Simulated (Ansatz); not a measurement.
Geometry optimisation, RKS PBE-D4/def2-SVP in Ansatz 0.2.0.

Input file:

```yaml
crystal:
  periodic: [false, false, false]
  atoms:
    - { symbol: P, position_ang: [-1.9621, 0.761, 1.0506] }
    - { symbol: Se, position_ang: [-0.1197, -0.3305, 1.635] }
    - { symbol: Si, position_ang: [0.4872, -0.4626, -0.5637] }
    - { symbol: Se, position_ang: [2.5824, -1.56, -0.6976] }
    - { symbol: H, position_ang: [-2.3367, 1.162, 2.3888] }
    - { symbol: H, position_ang: [-1.3026, 2.0615, 0.7684] }
    - { symbol: H, position_ang: [0.6992, 0.8924, -1.0981] }
    - { symbol: H, position_ang: [-0.4643, -1.1762, -1.321] }
    - { symbol: H, position_ang: [2.5051, -1.3938, -2.1797] }
basis:
  gaussian: { orbitals: def2-SVP }
hamiltonian:
  xc: pbe
  dispersion: d4
relax:
  f_tol: 0.02
  max_steps: 50
```

Run as:

```bash
$ ansatz run input.yaml --threads 2 --pin off --max-ram 3072MiB --backend cpu --events-out ev --progress --plain --runs-dir out
```

Q: Where does it end, and by what steps?

A: The forces met the threshold. The force dipped under the threshold on the way, but the program's further checks kept it going. After 38 steps the energy has fallen by 0.407 eV; H9 moved furthest, 1.60 Å.

| step | energy less start (eV) | largest force component (eV/Å) | accepted |
| --- | --- | --- | --- |
| 0 | 0.0000 | 2.047 | yes |
| 2 | -0.2402 | 0.193 | yes |
| 4 | -0.2729 | 0.088 | yes |
| 6 | -0.3096 | 0.096 | yes |
| 8 | -0.3215 | 0.296 | no |
| 10 | -0.3403 | 0.160 | yes |
| 12 | -0.3485 | 0.109 | yes |
| 14 | -0.3537 | 0.273 | yes |
| 16 | -0.3581 | 0.179 | yes |
| 18 | -0.3626 | 0.020 | yes |
| 20 | -0.3635 | 0.048 | yes |
| 22 | -0.3515 | 0.785 | no |
| 24 | -0.3776 | 0.123 | yes |
| 26 | -0.3825 | 0.074 | yes |
| 28 | -0.3888 | 0.204 | yes |
| 30 | -0.3964 | 0.074 | yes |
| 32 | -0.4032 | 0.181 | yes |
| 34 | -0.4049 | 0.051 | yes |
| 36 | -0.4066 | 0.053 | yes |
| 38 | -0.4069 | 0.011 | yes |

```xyz
9
Properties=species:S:1:pos:R:3
P -1.602 1.337 0.957
Se 0.153 -0.128 1.310
Si 0.287 -0.743 -0.908
Se 2.273 -1.853 -1.219
H -2.427 0.848 2.034
H -1.068 2.405 1.766
H 0.158 0.483 -1.768
H -0.757 -1.751 -1.305
H 3.072 -0.645 -0.883
```

Whether the end is a true minimum wasn't checked by a vibrational analysis.

Run time: 88 s on 2 threads of Arm Neoverse V2, on a shared host, peak memory 0.18 GiB.
